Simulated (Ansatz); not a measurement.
## Group exchange: Si(OH)2 + SiH3(SH) → Si2H4O2 + H2S

Species: Si(OH)2, singlet; SiH3(SH) (sulfanylsilane), singlet; Si2H4O2 `O[Si]O[SiH3]`, singlet; H2S (hydrogen sulfide) `S`, singlet. The partners trade H for SiH3: O–H and S–SiH3 bonds give way to O–SiH3 and S–H.

Shapes, held fixed at every level: PBE0-D4/def2-TZVP. Flexible molecules stand in one conformer, not always the lowest. Programs: Ansatz 0.2.0. The zero-point and thermal change to 298 K, harmonic and unscaled (PBE0-D4/def2-TZVP), is -5.1 kJ/mol.

Question: Estimate ΔH(298 K) of this reaction.

Answer: The highest level, CCSD(T)/CBS estimate, gives ΔH(298 K) = -47.5 kJ/mol; the levels span -61.1 to -44.2. The column of differences is taken from that level and isn't an error. No measured value is set beside it here. The CBS estimate extrapolates MP2 from def2-TZVPP and def2-QZVPP and adds CCSD(T) − MP2 in the triple-zeta set, cores frozen.

```tsv
level	kind	ΔH(298 K) (kJ/mol)	less CCSD(T)/CBS estimate
HF/def2-SVP	Hartree–Fock	-61.1	-13.6
r2SCAN0-D4/def2-TZVPP	global hybrid	-44.2	+3.3
B2PLYP/def2-TZVPP	double hybrid	-50.7	-3.2
MP2/def2-TZVPP	perturbation theory	-49.0	-1.5
CCSD/def2-SVP	coupled cluster or CI	-54.5	-7.0
CCSD(T)/def2-TZVPP	coupled cluster or CI	-50.7	-3.2
CCSD/def2-TZVPP	coupled cluster or CI	-53.1	-5.6
CCSD(T)/CBS estimate	coupled cluster or CI	-47.5	0.0
```
